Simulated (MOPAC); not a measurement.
Input for MOPAC: PM6 on CH3NOS (a complex), monomers drawn apart or pushed together.

```
PM6 1SCF PRECISE CHARGE=0 THREADS=1
CH3NOS

N      0.08141715 1    -0.08459136 1     0.02662002 1
H      0.71660553 1     0.69713029 1    -0.08731696 1
H      0.50144824 1    -0.88624045 1    -0.42973354 1
H     -0.76990162 1     0.13822243 1    -0.47619660 1
O      1.19614131 1     1.01917866 1     2.49064518 1
C      0.41951209 1     0.23729025 1     2.83842818 1
S     -0.61977561 1    -0.80919854 1     3.35122158 1
```

It printed:

```
*******************************************************************************
 **                                                                           **
 **                              MOPAC v23.2.5                                **
 **                                                                           **
 *******************************************************************************
 ** MOPAC's Digital Object Identifier: https://doi.org/10.5281/zenodo.6511958 **
 **                                                                           **
 ** Please cite the open-source release paper for use of this MOPAC version:  **
 ** J. E. Moussa and J. J. P. Stewart (2026)                                  **
 ** MOPAC: An open-source semiempirical molecular orbital program             **
 ** J. Open Source Softw., 11(119), 8025, https://doi.org/10.21105/joss.08025 **
 *******************************************************************************

                              PM6 CALCULATION RESULTS

 *******************************************************************************
 *  PM6        - The PM6 Hamiltonian to be used
 *
 *
 *
 *                 CHARGE ON SYSTEM = 0
 *
 *
 *
 *  PRECISE    - TIGHTER CRITERIA TO BE USED
 *  1SCF       - DO 1 SCF AND THEN STOP
 *  THREADS=1  - MULTI-THREADING NOT USED
 *  T=         - A TIME OF 172800.0 SECONDS REQUESTED
 *  DUMP=N     - RESTART FILE WRITTEN EVERY 7200.0 SECONDS REQUESTED
 *******************************************************************************
PM6 1SCF PRECISE CHARGE=0 THREADS=1
 CH3NOS

   ATOM   CHEMICAL          X               Y               Z
  NUMBER   SYMBOL      (ANGSTROMS)     (ANGSTROMS)     (ANGSTROMS)

     1       N          0.08141715  *  -0.08459136  *   0.02662002  *
     2       H          0.71660553  *   0.69713029  *  -0.08731696  *
     3       H          0.50144824  *  -0.88624045  *  -0.42973354  *
     4       H         -0.76990162  *   0.13822243  *  -0.47619660  *
     5       O          1.19614131  *   1.01917866  *   2.49064518  *
     6       C          0.41951209  *   0.23729025  *   2.83842818  *
     7       S         -0.61977561  *  -0.80919854  *   3.35122158  *



          CARTESIAN COORDINATES

    NO.       ATOM           X           Y           Z

     1         N          0.0814     -0.0846      0.0266
     2         H          0.7166      0.6971     -0.0873
     3         H          0.5014     -0.8862     -0.4297
     4         H         -0.7699      0.1382     -0.4762
     5         O          1.1961      1.0192      2.4906
     6         C          0.4195      0.2373      2.8384
     7         S         -0.6198     -0.8092      3.3512

 General Reference for PM6:
 "Optimization of Parameters for Semiempirical Methods V: Modification of NDDO Approximations
 and Application to 70 Elements", J. J. P. Stewart, J. Mol. Mod., 13, 1173-1213 (2007)
 URL: https://link.springer.com/article/10.1007/s00894-007-0233-4

           Empirical Formula: C H3 N O S  =     7 atoms



      MOLECULAR POINT GROUP   :   C1


      RHF CALCULATION, NO. OF DOUBLY OCCUPIED LEVELS = 12


 -------------------------------------------------------------------------------
 PM6 1SCF PRECISE CHARGE=0 THREADS=1
 CH3NOS



     1SCF WAS SPECIFIED, SO BFGS WAS NOT USED
     SCF FIELD WAS ACHIEVED


                              PM6 CALCULATION
                                                       MOPAC v23.2.5 Linux




          FINAL HEAT OF FORMATION =        -30.94349 KCAL/MOL =    -129.46754 KJ/MOL


          COSMO AREA              =        112.06 SQUARE ANGSTROMS
          COSMO VOLUME            =         95.53 CUBIC ANGSTROMS

          IONIZATION POTENTIAL    =          9.828484 EV
          HOMO LUMO ENERGIES (EV) =         -9.828 -0.126
          NO. OF FILLED LEVELS    =         12
          MOLECULAR WEIGHT        =         77.1008         POINT GROUP:  C1

          MOLECULAR DIMENSIONS (Angstroms)

            Atom       Atom       Distance
            S     7    H     2     3.98478
            O     5    H     4     3.31446
            H     3    O     5     1.54743


          SCF CALCULATIONS        =          1





   ATOM   CHEMICAL          X               Y               Z
  NUMBER   SYMBOL      (ANGSTROMS)     (ANGSTROMS)     (ANGSTROMS)

     1       N          0.08141715  *  -0.08459136  *   0.02662002  *
     2       H          0.71660553  *   0.69713029  *  -0.08731696  *
     3       H          0.50144824  *  -0.88624045  *  -0.42973354  *
     4       H         -0.76990162  *   0.13822243  *  -0.47619660  *
     5       O          1.19614131  *   1.01917866  *   2.49064518  *
     6       C          0.41951209  *   0.23729025  *   2.83842818  *
     7       S         -0.61977561  *  -0.80919854  *   3.35122158  *

                             CARTESIAN COORDINATES

   1    N        0.081417150    -0.084591360     0.026620020
   2    H        0.716605530     0.697130290    -0.087316960
   3    H        0.501448240    -0.886240450    -0.429733540
   4    H       -0.769901620     0.138222430    -0.476196600
   5    O        1.196141310     1.019178660     2.490645180
   6    C        0.419512090     0.237290250     2.838428180
   7    S       -0.619775610    -0.809198540     3.351221580


           Empirical Formula: C H3 N O S  =     7 atoms



      MOLECULAR POINT GROUP   :   C1


                  EIGENVALUES
 -34.32345 -31.10740 -30.71454 -19.76096 -16.59300 -16.36409 -16.21594 -15.94801
 -14.07750 -10.49156  -9.92949  -9.82848  -0.12551  -0.08241   0.00698   2.35242
   2.37245   2.44930   2.45253   2.46446   4.13652   4.26363   6.54067   6.54779


              NET ATOMIC CHARGES AND DIPOLE CONTRIBUTIONS

  ATOM NO.   TYPE          CHARGE      No. of ELECS.   s-Pop       p-Pop       d-Pop
    1          N          -0.613317        5.6133     1.59423     4.01909
    2          H           0.204151        0.7958     0.79585
    3          H           0.205176        0.7948     0.79482
    4          H           0.205798        0.7942     0.79420
    5          O          -0.271099        6.2711     1.82950     4.44160
    6          C           0.544655        3.4553     1.17003     2.28531
    7          S          -0.275364        6.2754     1.96367     4.16799     0.14371
 DIPOLE           X         Y         Z       TOTAL
 POINT-CHG.     0.556     0.560    -1.308     1.528
 HYBRID        -0.448    -0.452    -1.040     1.219
 SUM            0.107     0.108    -2.348     2.353


          ATOMIC ORBITAL ELECTRON POPULATIONS

     Atom    s        px        py        pz      x^2-y^2     xz        z^2       yz        xy
    1  N   1.59423   1.19425   1.19405   1.63078
    2  H   0.79585
    3  H   0.79482
    4  H   0.79420
    5  O   1.82950   1.44640   1.44471   1.55049
    6  C   1.17003   0.78081   0.78176   0.72275
    7  S   1.96367   1.29949   1.29407   1.57443   0.03381   0.02426   0.01567   0.02453   0.04543

 **********************
 *                    *
 * JOB ENDED NORMALLY *
 *                    *
 **********************




 == MOPAC DONE ==
```

The run finished.

Cost: around 0.03 core-seconds (rough).
